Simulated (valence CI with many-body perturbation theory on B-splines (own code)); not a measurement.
Bi70+: electric-dipole lines

Level of theory: relativistic CI+MBPT: three valence electrons over a frozen Dirac-Fock core [Ne], radial functions for each j: 11 s, 11 p, 10 d, 8 f, 5 g, 2 h, with the one-electron correlation potential Σ1, the two-electron term Σ2, the three-electron term Σ3, Breit, model QED; selected CI, second order for the rest, scaled by the run's own slope (own B-spline code, finite nucleus).

No measured spectrum was set against this ion. As an estimate, large intervals hold to a few tenths of a per cent, small ones and those within an open d or f shell to about a per cent.

Lines 1 to 50 of 579 in falling wavelength, among levels below 320.90 Ry, chosen from the strongest by gf and those to the six lowest levels. Wavelengths and rates use the calculated energies. Electric multipoles are in the length gauge with retardation, E1 and E2 with the static RPA response of the core. Weak lines are less certain than strong ones. Lines between different terms over intervals too small for the method are left out, as are lines whose strength nearly cancels. The highest levels of a list are the least certain.

Levels are named by their leading jj configuration (3d3/2^4 stands for four electrons in 3d with j = 3/2), which in mixed levels can hold well under half, so a name can repeat and another be missing. Letters in brackets count levels of one name in rising energy.

```tsv
λ vac (Å)	Upper	Lower	A (s⁻¹)	S (a.u.)
148.5	(3s 3p1/2 4p1/2) J=1/2 [a]	(3s 3p1/2 4s) J=1/2 [a]	1.43e+10	4.63e-02
147.5	(3s 3p1/2 4p1/2) J=3/2	(3s 3p1/2 4s) J=3/2	9.29e+09	5.89e-02
137.2	(3s^2 4p1/2) J=1/2	(3s^2 4s) J=1/2	1.94e+10	4.94e-02
120.6	(3s 3p1/2 4p1/2) J=1/2 [b]	(3s 3p1/2 4s) J=3/2	2.53e+10	4.39e-02
74.38	(3s 3p1/2 3p3/2) J=3/2 [a]	(3s^2 3p3/2) J=3/2	2.77e+09	2.25e-03
70.59	(3p1/2 3d3/2 3d5/2) J=9/2	(3s 3d3/2 3d5/2) J=7/2 [b]	2.39e+10	4.15e-02
70.37	(3p1/2 3p3/2 3d5/2) J=9/2	(3s 3p3/2 3d5/2) J=7/2 [b]	1.32e+10	2.28e-02
66.81	(3p1/2 3d3/2 3d5/2) J=7/2 [a]	(3s 3d3/2 3d5/2) J=5/2 [a]	1.80e+10	2.12e-02
65.88	(3s 3p1/2 3p3/2) J=5/2	(3s^2 3p3/2) J=3/2	2.02e+10	1.71e-02
65.76	(3s 3p1/2 3d5/2) J=7/2	(3s^2 3d5/2) J=5/2	3.21e+10	3.61e-02
64.73	(3p1/2 3d5/2^2) J=9/2	(3s 3d5/2^2) J=7/2	4.83e+10	6.47e-02
63.65	(3s 3p1/2 3d3/2) J=3/2 [a]	(3s 3p1/2 3p3/2) J=3/2 [b]	9.33e+08	4.75e-04
63.46	(3p1/2 3d5/2^2) J=5/2	(3s 3d5/2^2) J=3/2	3.97e+10	3.01e-02
62.13	(3p1/2 3p3/2 3d5/2) J=9/2	(3s 3p3/2 3d5/2) J=7/2 [a]	1.60e+10	1.90e-02
61.09	(3s 3p1/2^2) J=1/2	(3s^2 3p1/2) J=1/2	5.40e+10	1.22e-02
60.96	(3p1/2 3p3/2 3d3/2) J=7/2	(3s 3p3/2 3d3/2) J=7/2	2.47e+10	2.21e-02
60.67	(3p1/2 3p3/2 3d5/2) J=5/2 [a]	(3s 3p3/2 3d5/2) J=3/2 [a]	3.62e+10	2.39e-02
59.52	(3p1/2 3d5/2^2) J=3/2	(3s 3d5/2^2) J=5/2	5.97e+10	2.48e-02
59.09	(3p1/2^2 3d5/2) J=5/2	(3s 3p1/2 3d5/2) J=3/2	4.40e+10	2.69e-02
58.94	(3p1/2^2 3p3/2) J=3/2	(3s 3p1/2 3p3/2) J=3/2 [b]	4.57e+10	1.85e-02
58.86	(3s 3p1/2 3p3/2) J=3/2 [b]	(3s^2 3p3/2) J=3/2	3.54e+10	1.42e-02
58.55	(3p1/2 3d5/2^2) J=5/2	(3s 3d5/2^2) J=5/2	4.48e+10	2.66e-02
58.39	(3p1/2 3d5/2^2) J=7/2	(3s 3d5/2^2) J=9/2	5.85e+10	4.60e-02
57.93	(3p1/2 3p3/2 3d5/2) J=3/2 [a]	(3s 3p3/2 3d5/2) J=5/2 [a]	5.50e+10	2.11e-02
57.82	(3p1/2^2 3d5/2) J=5/2	(3s 3p1/2 3d5/2) J=5/2 [b]	4.47e+10	2.56e-02
57.08	(3s 3p1/2 3d3/2) J=3/2 [a]	(3s 3p1/2 3p3/2) J=5/2	2.39e+10	8.79e-03
57.00	(3p1/2 3d3/2 3d5/2) J=7/2 [b]	(3s 3d3/2 3d5/2) J=9/2	5.95e+10	4.35e-02
56.79	(3p1/2 3p3/2 3d5/2) J=5/2 [a]	(3s 3p3/2 3d5/2) J=5/2 [a]	3.64e+10	1.98e-02
56.76	(3p1/2 3d5/2^2) J=9/2	(3s 3d5/2^2) J=9/2	3.92e+10	3.54e-02
56.41	(3p1/2 3p3/2^2) J=5/2	(3s 3p3/2^2) J=5/2	3.24e+10	1.72e-02
56.09	(3s 3p1/2 3d3/2) J=5/2	(3s 3p1/2 3p3/2) J=3/2 [b]	1.23e+10	6.43e-03
55.81	(3p1/2 3p3/2 3d5/2) J=7/2 [b]	(3s 3p3/2 3d5/2) J=7/2 [a]	3.22e+10	2.21e-02
55.44	(3s 3p1/2 3p3/2) J=1/2	(3s^2 3p3/2) J=3/2	4.32e+10	7.27e-03
55.16	(3p1/2^2 3d3/2) J=3/2	(3s 3p1/2 3d3/2) J=5/2	9.87e+10	3.27e-02
55.07	(3p1/2 3p3/2 3d5/2) J=5/2 [b]	(3s 3p3/2 3d5/2) J=7/2 [a]	4.78e+10	2.37e-02
54.93	(3p1/2 3p3/2 3d3/2) J=5/2 [a]	(3p1/2 3p3/2^2) J=5/2	3.84e+10	1.89e-02
54.86	(3p1/2^2 3d5/2) J=5/2	(3s 3p1/2 3d5/2) J=7/2	8.38e+10	4.10e-02
54.73	(3p1/2 3p3/2 3d5/2) J=7/2 [a]	(3s 3p3/2 3d5/2) J=9/2	6.93e+10	4.49e-02
54.55	(3p1/2 3p3/2^2) J=3/2	(3s 3p3/2^2) J=5/2	6.55e+10	2.10e-02
53.77	(3p1/2 3p3/2 3d3/2) J=5/2 [b]	(3s 3p3/2 3d3/2) J=7/2	7.76e+10	3.57e-02
53.26	(3p1/2^2 3p3/2) J=3/2	(3s 3p1/2 3p3/2) J=5/2	7.09e+10	2.12e-02
52.87	(3p1/2 3p3/2 3d5/2) J=9/2	(3s 3p3/2 3d5/2) J=9/2	4.92e+10	3.59e-02
52.65	(3p1/2^2 3d3/2) J=3/2	(3p1/2^2 3p3/2) J=3/2	6.64e+10	1.91e-02
51.93	(3s 3p1/2 3d3/2) J=3/2 [a]	(3s 3p1/2 3p3/2) J=3/2 [a]	2.27e+10	6.29e-03
50.92	(3s 3p1/2 3d3/2) J=5/2	(3s 3p1/2 3p3/2) J=5/2	1.36e+10	5.34e-03
49.10	(3s 3p1/2 3d3/2) J=1/2	(3s 3p1/2 3p3/2) J=3/2 [b]	1.41e+09	1.64e-04
48.76	(3p1/2^2 3p3/2) J=3/2	(3s 3p1/2 3p3/2) J=3/2 [a]	5.11e+09	1.17e-03
48.56	(3p1/2 3d3/2 3d5/2) J=9/2	(3p1/2 3p3/2 3d5/2) J=9/2	4.15e+10	2.34e-02
47.17	(3s 3p1/2 3d3/2) J=3/2 [b]	(3s 3p1/2 3p3/2) J=3/2 [b]	3.85e+09	7.97e-04
45.47	(3s^2 3d3/2) J=3/2	(3s^2 3p3/2) J=3/2	9.93e+07	1.84e-05
```
